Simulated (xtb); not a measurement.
formaldehyde (CH2O), singlet, geometry from GFN2-xTB, atoms displaced at random by about 0.02 Å a coordinate; GFN2-xTB (xtb).

Input for xtb:
```
$ xtb mol.xyz --gfn 2 --opt crude --json

# file mol.xyz
4

O     -0.03358362     0.02488801     0.67625587
C      0.00411758     0.02278976    -0.50469300
H      0.02408603     0.92939469    -1.12344587
H      0.07291812    -0.95322656    -1.10060733
```

Output, abridged:

```
   ID    Z sym.   atoms
    1    8 O      1
    2    6 C      2
    3    1 H      3, 4

           -------------------------------------------------
          |                Calculation Setup                |
           -------------------------------------------------

           -------------------------------------------------
          |                 G F N 2 - x T B                 |
           -------------------------------------------------

          ...................................................
          :                      SETUP                      :
          :.................................................:
          :  # basis functions                  10          :
          :  # atomic orbitals                  10          :
          :  # shells                            6          :
          :  # electrons                        12          :
          :  max. iterations                   250          :
          :  Hamiltonian                  GFN2-xTB          :
          :  restarted?                      false          :
          :  GBSA solvation                  false          :
          :  PC potential                    false          :
          :  electronic temp.          300.0000000     K    :
          :  accuracy                    1.0000000          :
          :  -> integral cutoff          0.2500000E+02      :
          :  -> integral neglect         0.1000000E-07      :
          :  -> SCF convergence          0.1000000E-05 Eh   :
          :  -> wf. convergence          0.1000000E-03 e    :
          :  Broyden damping             0.4000000          :
          :  net charge                          0          :
          :  unpaired electrons                  0          :
          ...................................................

 iter      E             dE          RMSdq      gap      omega  full diag
   1     -7.2222986 -0.722230E+01  0.732E+00    4.42       0.0  T
   2     -7.2429883 -0.206897E-01  0.364E+00    3.60       1.0  T
   3     -7.2433491 -0.360883E-03  0.245E+00    3.89       1.0  T
   4     -7.2467494 -0.340022E-02  0.205E-01    3.65       1.0  T
   5     -7.2468031 -0.537632E-04  0.880E-02    3.70       1.0  T
   6     -7.2468036 -0.510787E-06  0.569E-02    3.68       1.0  T
   7     -7.2468140 -0.103120E-04  0.314E-03    3.69      15.9  T
   8     -7.2468139  0.142380E-07  0.269E-03    3.69      18.6  T
   9     -7.2468140 -0.158016E-07  0.630E-05    3.69     793.4  T
[...]
         :: total energy              -7.174613530620 Eh    ::
 * total energy  :    -7.1746135 Eh     change       -0.3641532E-13 Eh
 * total energy  :    -7.1754312 Eh     change       -0.8177181E-03 Eh
 * total energy  :    -7.1755793 Eh     change       -0.1480622E-03 Eh
   *** GEOMETRY OPTIMIZATION CONVERGED AFTER 3 ITERATIONS ***
         :: total energy              -7.175579310879 Eh    ::
[...]
         7                         -0.2910070              -7.9187 (LUMO)
         8                          0.0871688               2.3720
         9                          0.2188582               5.9554
        10                          0.5822507              15.8438
      -------------------------------------------------------------
                  HL-Gap            0.1328627 Eh            3.6154 eV
             Fermi-level           -0.3574384 Eh           -9.7264 eV

     #   Z          covCN         q      C6AA      α(0)
     1   8 O        0.856    -0.268    19.210     5.876
     2   6 C        2.701     0.184    24.055     8.028
     3   1 H        0.923     0.042     2.421     2.433
     4   1 H        0.923     0.042     2.423     2.434

 Mol. C6AA /au·bohr⁶  :        152.561639
 Mol. C8AA /au·bohr⁸  :       3211.788971
 Mol. α(0) /au        :         18.771487

Wiberg/Mayer (AO) data.
largest (>0.10) Wiberg bond orders for each atom

 ---------------------------------------------------------------------------
     #   Z sym  total        # sym  WBO       # sym  WBO       # sym  WBO
 ---------------------------------------------------------------------------
     1   8 O    2.117 --     2 C    2.017
     2   6 C    3.904 --     1 O    2.017     4 H    0.943     3 H    0.943
     3   1 H    0.998 --     2 C    0.943
     4   1 H    0.998 --     2 C    0.943
 ---------------------------------------------------------------------------

Topologies differ in total number of bonds
Writing topology from bond orders to xtbtopo.mol

molecular dipole:
                 x           y           z       tot (Debye)
 q only:        0.029      -0.009      -0.698
   full:        0.039      -0.012      -0.919       2.337
molecular quadrupole (traceless):
                xx          xy          yy          xz          yz          zz
 q only:       -0.178      -0.009       0.206       0.009      -0.032      -0.027
  q+dip:       -0.564      -0.038       0.981      -0.003      -0.070      -0.417
   full:        0.486       0.006       0.353       0.068      -0.060      -0.839

optimized geometry written to: xtbopt.xyz

           -------------------------------------------------
          | TOTAL ENERGY               -7.175579310879 Eh   |
          | GRADIENT NORM               0.005113680270 Eh/α |
          | HOMO-LUMO GAP               3.615377936447 eV   |
           -------------------------------------------------
```
